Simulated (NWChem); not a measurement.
Species: GeH2O2ClF; SMILES [Ge]([Cl])([OH])([F])[OH]

```xyz
7

O      0.3288    -0.9840     1.5262
Ge    -0.0068    -0.2579    -0.0275
O     -1.5754    -0.7862    -0.5607
F      1.2271    -0.7767    -1.1173
Cl     0.0461     1.8606    -0.0288
H      1.2517    -0.9080     1.7964
H     -1.7836    -1.6749    -0.2466
```
Atoms are numbered in this order, from 1.

Computed with NWChem. Pople sets run with spherical d functions. Structure relaxed at the PBE0/def2-SVP level. GIAO values for the isolated, static molecule; σ is the absolute isotropic shielding, δ = σ(reference) − σ with the isolated reference molecule computed at the same levels (19F: trichlorofluoromethane, 1H: tetramethylsilane, 17O: water).

```csv
level,δ O1 (ppm),σ Ge2 (ppm),δ O3 (ppm),δ F4 (ppm),σ Cl5 (ppm),δ H6 (ppm),δ H7 (ppm)
Hartree-Fock/6-31G*,(withheld),(withheld),(withheld),-91.0,(withheld),2.07,(withheld)
B3LYP/6-31G*,63.5,1524.6,51.0,-91.1,900.3,2.05,2.11
B3LYP/6-311G**,83.2,1291.0,68.7,-111.3,864.1,2.04,1.99
```

**Question.** Some entries are withheld; supply them.

**Answer.** 
- Hartree-Fock/6-31G*, δ O1 (ppm): 26.4
- Hartree-Fock/6-31G*, σ Ge2 (ppm): 1687.7
- Hartree-Fock/6-31G*, δ O3 (ppm): 19.2
- Hartree-Fock/6-31G*, σ Cl5 (ppm): 1007.3
- Hartree-Fock/6-31G*, δ H7 (ppm): 2.22
